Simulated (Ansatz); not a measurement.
# Pulling the pair apart

The pair of K⁺ (SMILES [K+], atom 1) and OH⁻ (SMILES [OH-], atoms 2–3), both closed shells, in one local arrangement (a lower one may exist), relaxed at PBE0-D4/def2-TZVP:

| atom | x (Å) | y (Å) | z (Å) |
| --- | --- | --- | --- |
| K1 | -0.0998 | 0.0891 | -1.7863 |
| O2 | 0.0233 | -0.0208 | 0.4172 |
| H3 | 0.0764 | -0.0683 | 1.3691 |

OH⁻ is shifted rigidly along the line between the mean atom positions of the two fragments (negative: closer). Counterpoise interaction energies in kJ/mol. Computed with Ansatz 0.2.0 (basis: def2-TZVPPD); correlated methods freeze the cores. The outer core shell of Li, Na, Mg and K is correlated. The def2 sets are not built for correlating such inner shells, so the correlated values are less sure here. B3LYP uses VWN-RPA correlation.

```tsv
shift (Å)	B3LYP-D4	MP2	PBE-D4
-0.22	-545.2	-527.7	-543.4
-0.11	-571.8	-557.4	-568.5
0.00	-581.1	-569.0	-577.0
0.11	-579.3	-568.8	-574.9
0.27	-565.3	-556.7	-561.1
0.55	-524.7	-517.8	-521.4
1.10	-447.2	-437.3	-445.3
2.21	-341.6	-324.5	-359.7
```

Task: What does CCSD(T) give at these shifts? (An estimate is asked for; the value comes from the calculation.)

Result: Computed: -528.4, -558.5, -570.4, -570.4, -558.2, -519.2, -438.2, -324.8 kJ/mol. For zero shift, CCSD(T) at an estimated basis limit (MP2 extrapolated from triple and quadruple zeta, plus CCSD(T) − MP2 in triple zeta) gives -590.0 kJ/mol. These are counterpoise interaction energies, counted from the two frozen fragments.

T1 diagnostic: at most 0.018.

For scale, one of the runs: CCSD(T)/def2-TZVPPD, 93 basis functions, launched by `ansatz run in.yaml --threads 2 --pin off --events-out ev --progress --plain --max-ram 5222MiB`. Hardware: 2 CPU threads of an Arm Neoverse V2, shared host. Wall time about 1.4 s.
